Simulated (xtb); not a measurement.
Input for xtb: GFN-FF on CH5BrO (a complex), monomers drawn apart or pushed together.

```
$ xtb mol.xyz --gfnff --sp --chrg 0 --uhf 0
8

C     -0.15652583     0.48939486     0.21188033
O     -0.17822663    -0.76300003     0.90543363
H     -0.03892973     0.33832945    -0.86339618
H      0.70400718     1.03688556     0.58944981
H     -1.06008183     1.07226993     0.40661723
H     -0.93561465    -1.27924997     0.60774502
Br    -0.68495629     0.04572816     5.43849749
H     -0.47821800    -0.37645487     4.05792404
```

Program output:

```
[...]
           -------------------------------------------------
          |                Calculation Setup                |
           -------------------------------------------------



molecular fragmentation (1/2 indicates fragments):
11111122
# atoms in fragment 1/2:     6     2
 fragment masses (1/2) :       32.04       80.91
CMA distance (Bohr)    :   9.251
constraining FC (au)   :  0.0500

          ==================== Thresholds ====================
          CN  :   150.00000
          rep :   500.00000
          disp:  2500.00000
          HB1 :   250.00000
          HB2 :   450.00000

          Pauling EN used:
          Z : 1  EN :  2.20
          Z : 6  EN :  2.55
          Z : 8  EN :  3.44
          Z :35  EN :  2.96
          electric field strengths (au): 0.000

           -------------------------------------------------
          |           Force Field Initialization            |
           -------------------------------------------------

          distances ...
          ----------------------------------------
          generating topology and atomic info file ...
          pair mat ...
          computing topology distances matrix with Floyd-Warshall algo ...
          making topology EEQ charges ...
          #fragments for EEQ constrain: 2
          ----------------------------------------
          generating topology and atomic info file ...
          pair mat ...
          computing topology distances matrix with Floyd-Warshall algo ...
          making topology EEQ charges ...
          rings ...
          # BATM   6
          # H in HB   2

  atom   neighbors  erfCN metchar sp-hybrid imet pi  qest     coordinates
    1  C       4    3.48   0.00         3    0    0   0.048   -0.295791    0.924822    0.400396
    2  O       2    1.91   0.00         3    0    0  -0.432   -0.336800   -1.441861    1.711022
    3  H       1    0.97   0.00         0    0    0   0.051   -0.073567    0.639350   -1.631582
    4  H       1    0.97   0.00         0    0    0   0.051    1.330381    1.959430    1.113899
    5  H       1    0.97   0.00         0    0    0   0.051   -2.003264    2.026296    0.768395
    6  H       1    0.97   0.00         0    0    0   0.232   -1.768055   -2.417432    1.148472
    7  Br      1    0.98   0.00         0    0    0  -0.079   -1.294380    0.086414   10.277271
    8  H       1    0.98   0.00         0    0    0   0.079   -0.903701   -0.711397    7.668365

          #atoms :   8
          #bonds :   6
          #angl  :   7
          #tors  :   3
          #nmol  :   2
          #optfrag :   2
           -------------------------------------------------
          |                   G F N - F F                   |
          |          A general generic force-field          |
          |                  Version 1.0.3                  |
           -------------------------------------------------
          Number of HB bonds (bound hydrogen)     0
          Number of HB bonds (unbound hydrogen)   12
          Number of XB bonds                      10

 E+G (total)                   0 d,  0 h,  0 min,  0.000 sec
 distance/D3 list               ...        0 min,  0.000 sec (  1.007%)
 non bonded repulsion           ...        0 min,  0.000 sec ( 17.266%)
 dCN                            ...        0 min,  0.000 sec (  8.952%)
 EEQ energy and q               ...        0 min,  0.000 sec ( 12.302%)
 D3                             ...        0 min,  0.000 sec ( 10.856%)
 EEQ gradient                   ...        0 min,  0.000 sec (  3.195%)
 bonds                          ...        0 min,  0.000 sec (  6.911%)
 bend and torsion               ...        0 min,  0.000 sec (  8.861%)
Note: The following floating-point exceptions are signalling: IEEE_UNDERFLOW_FLAG IEEE_DENORMAL
normal termination of xtb
 bonded ATM                     ...        0 min,  0.000 sec (  3.116%)
 HB/XB (incl list setup)        ...        0 min,  0.000 sec ( 16.119%)

         :::::::::::::::::::::::::::::::::::::::::::::::::::::
         ::                     SUMMARY                     ::
         :::::::::::::::::::::::::::::::::::::::::::::::::::::
         :: total energy              -0.877905722832 Eh    ::
         :: gradient norm              0.035811364316 Eh/a0 ::
         ::.................................................::
         :: bond energy               -0.858488978037 Eh    ::
         :: angle energy               0.000911377882 Eh    ::
         :: torsion energy             0.000001642159 Eh    ::
         :: repulsion energy           0.046624428166 Eh    ::
         :: electrostat energy        -0.064643477659 Eh    ::
         :: dispersion energy         -0.001599901163 Eh    ::
         :: HB energy                 -0.000706883000 Eh    ::
         :: XB energy                  0.000000000000 Eh    ::
         :: bonded atm energy         -0.000003931180 Eh    ::
         :: external energy            0.000000000000 Eh    ::
         :: add. restraining           0.000000000000 Eh    ::
         :: total charge               0.000000000000 e     ::
         :::::::::::::::::::::::::::::::::::::::::::::::::::::

           -------------------------------------------------
          |                Property Printout                |
           -------------------------------------------------

molecular dipole:
                 x           y           z       tot (Debye)
 q only:       -0.305       0.237      -0.710       2.055

           -------------------------------------------------
          | TOTAL ENERGY               -0.877905722832 Eh   |
          | GRADIENT NORM               0.035811364316 Eh/α |
           -------------------------------------------------
########################################################################
[WARNING] Runtime exception occurred
-1- gfnff_setup: Could not read topology file.
########################################################################

------------------------------------------------------------------------
------------------------------------------------------------------------
 total:
 SCF:
```

The run finished.

Cost: very roughly 0.05 core-seconds.
